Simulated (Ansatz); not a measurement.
Harmonic frequencies (cm⁻¹) at PBE0-D4/def2-TZVP from Ansatz: 164, 197, 423, 546, 604, 714, 882, 928, 966, 990, 1205, 1368, 1535, 2263, 2592, 2680, 3185, 3277.

**Question.** Which molecule is it?
A. `BOB(F)S`
B. `B1C=NC1`
C. `BN=C=C`
D. `CB1C=N1`

**Answer.** C.
